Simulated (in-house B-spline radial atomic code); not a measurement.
# Removing one electron from Cu II (Cu+)

Closed shell [Ar] 3d10. Computed with an all-electron radial atomic-structure program (B-spline basis): Koopmans values of Dirac-Hartree-Fock plus a diagonal self-energy, in second order or with its direct term screened (direct RPA, with the hole-particle interaction, or full time-dependent Hartree-Fock), linearised in energy; no-pair Dirac-Coulomb Hamiltonian, finite nucleus. Shifts add to the Koopmans value (the ΔSCF shift is orbital relaxation alone); the final value takes TDHF screening with Breit and QED.

Command:
```bash
python run_mb.py task.json out
```
Settings (nuclear radius in fm, box in bohr, cutoff in hartree):
```
basis_form          2
Z                   29
core_configuration  [Ar] 3d10
rms_radius          3.8823
mass_number         63
speed_of_light      137.036
box_radius          21.062
lmax                7
intervals           65
virtual_cutoff      3364.0
```

Run time, properties included: 28 s on 1 thread of Intel(R) Xeon(R) 6975P-C, with other jobs on the host.

Energies in eV:

```
subshell  Koopmans  ΔSCF shift  second order  direct RPA  hole-particle    TDHF  Breit + QED   final
   3d5/2    21.702      -4.491             ?           ?              ?       ?            ?       ?
   3d3/2    22.062      -4.584        -5.578      -0.991         -1.746  -1.873       -0.004  20.185
```

Problem. What does the self-energy do to 3d5/2?

Solution. It shifts the removal energy by -5.422 eV in second order, -0.932 with direct RPA, -1.676 with the hole-particle term and -1.797 with TDHF screening (quasi-particle weight 0.911); Breit and QED add 0.014 eV. The final value is 19.918 eV, against 20.292 eV (NIST, measured).
